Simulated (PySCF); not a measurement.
C₅H₅F, SMILES C=C=C(F)C=C. Atoms are numbered in the order given.

```xyz
11

C     -0.4088     2.5911     0.0000
C     -0.0943     1.3244     0.0000
C      0.1875     0.0346     0.0000
F      1.4669    -0.3706     0.0000
C     -0.8000    -1.0334     0.0000
C     -0.4805    -2.3330     0.0000
H     -0.5447     3.1489    -0.9352
H     -0.5447     3.1489     0.9352
H     -1.8433    -0.7061     0.0000
H      0.5627    -2.6568     0.0000
H     -1.2554    -3.1021     0.0000
```

Geometry optimised at PBE0-D3(BJ)/def2-SVP. The values are those of a single conformer.

Level of theory: r2SCAN/def2-TZVP in PySCF.

Symmetry labels are those of the subgroup Cs that the program uses (full group Cs).

Computed valence orbital energies around the gap with their symmetry:
```tsv
orbital	symmetry	energy (eV)
HOMO−7	A"	-11.97
HOMO−6	A"	-11.32
HOMO−5	A'	-11.06
HOMO−4	A'	-9.88
HOMO−3	A'	-9.16
HOMO−2	A"	-7.93
HOMO−1	A'	-7.47
HOMO	A"	-5.88
LUMO	A"	-1.70
LUMO+1	A'	-1.38
LUMO+2	A"	1.18
LUMO+3	A'	1.75
```
